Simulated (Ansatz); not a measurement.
Mulliken charges of `[NH]=[V]([NH2])([OH])[F]` from r2SCAN/def2-TZVPP in Ansatz (PBE0-D4/def2-TZVP geometry).

| atom | x (Å) | y (Å) | z (Å) | charge (e) |
| --- | --- | --- | --- | --- |
| N1 | -0.878 | 0.611 | -1.101 | -0.569 |
| V2 | 0.147 | 0.424 | 0.121 | 1.173 |
| N3 | 0.939 | -1.178 | -0.207 | -0.493 |
| O4 | -0.712 | 0.384 | 1.667 | -0.475 |
| F5 | 1.340 | 1.702 | 0.169 | -0.382 |
| H6 | -1.412 | 0.945 | -1.892 | 0.177 |
| H7 | 1.550 | -1.596 | 0.482 | 0.162 |
| H8 | 0.780 | -1.784 | -0.994 | 0.183 |
| H9 | -1.666 | 0.448 | 1.738 | 0.224 |

**Question.** By hand: the dipole of these point charges (1 e Å = 4.8032 D).

**Answer.** Σ q r = (-0.194, -0.420, -0.035) e Å, of length 0.464 e Å = 2.23 D.

**Question.** How does the dipole of the full density compare? (An estimate is asked.)

**Answer.** The calculation gave: (-0.372, -0.425, -0.206) e Å, 2.89 D; the point charges give 0.77 times that, at 22° from its direction.

Point charges leave out the atoms' own dipoles, such as those of lone pairs, and Mulliken's split depends on the basis, so the two needn't agree.
